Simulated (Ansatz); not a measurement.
All values below come from Ansatz (an electronic-structure program) with frozen-core CCSD(T)/cc-pVTZ // PBE-D3(BJ)/def2-TZVP.

Ansatz 0.2 input:
```yaml
crystal:
  periodic: [false, false, false]
  atoms:
    - { symbol: Si, position_ang: [-0.677419, 0.055877, 0.351784] }
    - { symbol: S, position_ang: [1.332028, -0.6479, 0.060574] }
    - { symbol: H, position_ang: [-1.007728, 1.152, -0.623856] }
    - { symbol: H, position_ang: [-1.532557, -1.146672, 0.087303] }
    - { symbol: H, position_ang: [1.885674, 0.586694, 0.124194] }
basis:
  gaussian: { orbitals: cc-pVTZ }
correlation:
  method: ccsd_t
magnetization:
  spin_polarized: true
  initial_magnetization: 1
```

Output:

```
Functional definition: HF
626 factors; integrals over basis functions are off by at most 1.2e-3 eV
mean field evaluation 1: about -18726.4323 eV, gradient 9.6e0 eV
mean field evaluation 2: about -18726.4393 eV, gradient 9.6e0 eV
mean field evaluation 4: about -18727.5538 eV, gradient 1.7e0 eV
mean field evaluation 8: about -18727.6041 eV, gradient 3.0e-3 eV
mean field evaluation 16: about -18727.5925 eV, gradient 2.0e-1 eV
mean field -18727.60412602 eV, -688.2267576052 hartree, gradient 7.9e-6 eV, S^2 0.756889; 0 other end points of the search recorded, 0 dependent functions left out
10 core orbitals not correlated
reference -18727.60412602 eV, -688.2267576052 hartree; 7, 6 occupied and 93, 94 virtual orbitals, 626 factors
second order -7.76521296 eV of doubles, -0.00000000 eV of singles
cycle   1  -8.47596027 eV  change   -7.1e-1 eV  update   7.1e-2
cycle   2  -8.76507174 eV  change   -2.9e-1 eV  update   2.5e-2
cycle   3  -8.79763337 eV  change   -3.3e-2 eV  update   1.1e-2
cycle   4  -8.79453726 eV  change    3.1e-3 eV  update   5.1e-3
cycle   5  -8.79429444 eV  change    2.4e-4 eV  update   2.5e-3
cycle   6  -8.79459492 eV  change   -3.0e-4 eV  update   1.1e-3
cycle   7  -8.79492346 eV  change   -3.3e-4 eV  update   3.9e-4
cycle   8  -8.79497538 eV  change   -5.2e-5 eV  update   1.3e-4
cycle   9  -8.79494674 eV  change    2.9e-5 eV  update   5.0e-5
cycle  10  -8.79494442 eV  change    2.3e-6 eV  update   1.8e-5
cycle  11  -8.79494690 eV  change   -2.5e-6 eV  update   7.2e-6
perturbative correction -0.36390606 eV, -0.0133733012 hartree
Total energy: -18736.76297898 eV, -688.5633392436 hartree
```

Cost: around 13 core-seconds (rough).
